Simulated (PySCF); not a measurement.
**Tl(III) with more and more H2O**

Computed with PySCF 2.14.0, PBE0, def2-SVP on the ligands, density fitting, scalar-relativistic core potentials, no spin-orbit coupling, vacuum. The metal has def2-SVP with ECP60. Each complex is relaxed within the symmetry of its template. Distances are means of the shortest metal–ligand contacts, charges and spins Mulliken's; removal energies are rigid, with the ligand's formal charge and no counterpoise, so too large; for an anion taken off a cation in vacuum most of it is the attraction of opposite charges, and multiply charged cations can part far more cheaply with an electron moved from ligand to metal.

| complex | point group | M–H2O (Å) | charge on M (e) | HOMO–LUMO gap (eV) | removal of one H2O (eV) | strongest infrared band, degenerate modes summed (cm⁻¹) | unstable modes (below −25 cm⁻¹) |
| --- | --- | --- | --- | --- | --- | --- | --- |
| [Tl(H2O)3]3+ | C3h | 2.165 | 1.56 | 4.90 | 4.76 | – | 3 |

**Question.** Order these by the metal–ligand distance, lowest first.
A. [Tl(H2O)4]3+
B. [Tl(H2O)]3+
C. [Tl(H2O)2]3+

**Answer.** C (2.085), A (2.189), B (2.274).

**Question.** What else do they give?

**Answer.** 
```csv
complex,point group,M–H2O (Å),charge on M (e),HOMO–LUMO gap (eV),removal of one H2O (eV),"strongest infrared band, degenerate modes summed (cm⁻¹)",unstable modes (below −25 cm⁻¹)
[Tl(H2O)]3+,Cs,2.274,2.15,3.37,8.80,3030,0
[Tl(H2O)2]3+,C2,2.085,1.79,5.19,6.76,3276,0
[Tl(H2O)4]3+,S4,2.189,1.39,5.54,3.93,–,not given
```

Members with unstable modes aren't minima as they stand: saddle points kept by symmetry or, where the modes are soft, flat surfaces and noise. Moved off a saddle point of the template and relaxed again: [Tl(H2O)]3+, [Tl(H2O)2]3+, [Tl(H2O)3]3+, [Tl(H2O)4]3+. One start shape was tried for each, so a minimum needn't be the lowest isomer.
